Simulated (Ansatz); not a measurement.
A further run on the cluster Si4Te3⁺.

```yaml
crystal:
  periodic: [false, false, false]
  atoms:
    - {symbol: Si, position_ang: [-0.092203, 1.608460, 1.515362]}
    - {symbol: Si, position_ang: [-0.165296, -1.232948, -1.821581]}
    - {symbol: Si, position_ang: [-0.974248, -0.384179, 0.511214]}
    - {symbol: Si, position_ang: [1.447572, -0.208293, -0.287329]}
    - {symbol: Te, position_ang: [-0.142306, 1.661559, -1.264027]}
    - {symbol: Te, position_ang: [-2.400933, -2.041400, -0.563683]}
    - {symbol: Te, position_ang: [2.327405, 0.596800, 1.910045]}
basis:
  gaussian: {orbitals: def2-mTZVP}
total_charge: 1
magnetization: {spin_polarized: true, initial_magnetization: 1}
hamiltonian: {xc: {name: wB97X}}
scf: {omitted_lower_state_checks: [starts]}
```

```sh
$ ansatz run in.yaml --threads 4 --pin off --events-out ev --progress --plain --max-ram 6963MiB
```

It prints (some lines left out):

```
Functional definition: wB97X
1972 factors; integrals over basis functions are off by at most 4.6e-4 eV
540 factors; integrals over basis functions are off by at most 1.6e-5 eV
mean field evaluation 1: about -53385.3463 eV, gradient 9.5e0 eV
mean field evaluation 2: about -53386.1163 eV, gradient 6.4e0 eV
mean field evaluation 4: about -53386.4192 eV, gradient 1.0e0 eV
mean field evaluation 8: about -53386.5327 eV, gradient 1.5e-1 eV
mean field evaluation 16: about -53386.5341 eV, gradient 7.5e-3 eV
mean field -53386.53408713 eV, -1961.9189410095 hartree, gradient 4.1e-5 eV, S^2 0.778368; 0 other end points of the search recorded, 0 dependent functions left out
reference -53386.53405220 eV, -1961.9189397258 hartree; 64, 63 occupied and 132, 133 virtual orbitals, 1972 factors
Total energy: -53386.53405220 eV, -1961.9189397258 hartree
Checks for a lower state left out: starts
```

Run time 38 s (4 threads of Arm Neoverse V2 on a shared host), peak host memory 1.7 GiB.

In the def2 sets Te takes a core potential; there is no spin–orbit coupling.
